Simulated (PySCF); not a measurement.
Two species compared at the same levels of theory.

First species: C5H9NOSi.
SMILES: `C=CC[C@@H](C#N)O[SiH3]`

Second species: C5H9NOSi.
Cartesian coordinates in Å at the GFN2-xTB level; atoms count from 1:
```xyz
17
C5H9NOSi angstrom
C      2.2377    0.5713    0.1866
O      1.3325   -0.1605   -0.6090
C      0.4634   -0.9457    0.1285
C     -0.7902   -1.3953   -0.5252
C     -0.8673   -0.3548    0.5777
Si    -1.3104    1.4291    0.0988
C     -1.3467   -0.7825    1.8348
N     -1.7270   -1.1044    2.8679
H      1.7104    1.2514    0.8650
H      2.8724   -0.1000    0.7763
H      2.8545    1.1468   -0.5001
H      0.9594   -1.6253    0.8230
H     -0.9691   -1.0508   -1.5320
H     -1.1489   -2.3940   -0.3211
H     -0.9957    2.2840    1.2451
H     -0.5384    1.7997   -1.0816
H     -2.7434    1.4430   -0.1952
```

Levels: B3LYP/def2-SVPD for dipole moment, HOMO energy, LUMO energy, HOMO–LUMO gap, static isotropic polarisability and electronic spatial extent ⟨r²⟩ about the centre of nuclear charge; TDDFT B3LYP/def2-SVPD for lowest singlet excitation; TDA B3LYP/def2-SVPD for lowest triplet excitation (Tamm–Dancoff); GFN2-xTB for rotational constant A and rotational constant C. Geometries: GFN2-xTB. Each species is one conformer at its optimised geometry, gas phase, non-relativistic unless stated. Electronic properties by PySCF.

The conformers computed, where there is a choice (atom-mapped SMILES and torsion angles):
- `[CH2:1]=[CH:2][CH2:3][C@@H:4]([C:5]#[N:6])[O:7][SiH3:8]`: C1–C2–C3–C4 -116°, C2–C3–C4–C5 170°, C3–C4–O7–Si8 153°
- `[CH3:1][O:2][C@@H:3]1[CH2:4][C@@:5]1([SiH3:6])[C:7]#[N:8]`: C1–O2–C3–C4 160°

Values for the first species:

- Dipole moment: 3.48 D
- HOMO energy: -7.78 eV
- LUMO energy: -0.78 eV
- HOMO–LUMO gap: 7.00 eV
- Lowest singlet excitation: 6.44 eV
- Lowest triplet excitation (Tamm–Dancoff): 4.53 eV
- Static isotropic polarisability: 93.1 au
- Electronic spatial extent ⟨r²⟩ about the centre of nuclear charge: 1470 bohr²
- Rotational constant A: 1.950 GHz
- Rotational constant C: 0.778 GHz

Estimate the same properties for the second species, and the change in each.

```csv
property,first,second,second less first
dipole moment,3.48 D,3.69 D,+0.21 D
HOMO energy,-7.78 eV,-7.59 eV,+0.19 eV
LUMO energy,-0.78 eV,-0.06 eV,+0.72 eV
HOMO–LUMO gap,7.00 eV,7.53 eV,+0.53 eV
lowest singlet excitation,6.44 eV,6.51 eV,+0.07 eV
lowest triplet excitation (Tamm–Dancoff),4.53 eV,5.95 eV,+1.42 eV
static isotropic polarisability,93.1 au,92.2 au,-0.9 au
electronic spatial extent ⟨r²⟩ about the centre of nuclear charge,1470 bohr²,1198 bohr²,-272 bohr²
rotational constant A,1.950 GHz,2.159 GHz,+0.209 GHz
rotational constant C,0.778 GHz,1.118 GHz,+0.340 GHz
```

On the first: S1 lies 0.56 eV below the HOMO–LUMO gap; its leading configuration is HOMO→LUMO, weight 0.83. The polarisability is 13.79 Å³ as a volume (1 au = 0.148185 Å³), or 1.37 au for each of the 68 electrons.

On the second: No computed singlet falls in the visible range (750 to 380 nm, 1.65 to 3.26 eV); S1 lies 3.25 eV above its blue end.
